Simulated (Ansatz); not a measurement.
Reaction (substitution at a C–Al bond): `N[CH](F)[AlH][OH]` + H₂S → `NC(F)S` + `[OH][AlH2]`

Gas-phase electronic energies from Ansatz, PBE0-D4/def2-TZVP geometries. CBS: MP2 limit from def2 TZ/QZ plus the TZ coupled-cluster correction, frozen cores. This one scheme is used for every species. DFT in def2-TZVPP. B3LYP here is the variant with VWN-RPA as its local correlation; programs differ in this. One conformer a species, not always the lowest.

| level | ΔE (eV) |
| --- | --- |
| PBE0 | 0.28 |
| B3LYP | 0.34 |
| HF/def2-TZVPP | 0.24 |
| SCS-MP2/def2-TZVPP | 0.28 |

Problem. What does CCSD(T)/CBS give? (An estimate is asked.)

Solution. Computed: +0.31 eV. The listed levels differ from it by -0.03, 0.03, -0.07, -0.03 eV.

Largest T1 diagnostic among the species: 0.013.

In def2-TZVPP, CCSD(T) changes the Hartree–Fock value by +0.07 eV (the triples alone add −0.01 eV) and MP2 by +0.05 eV.
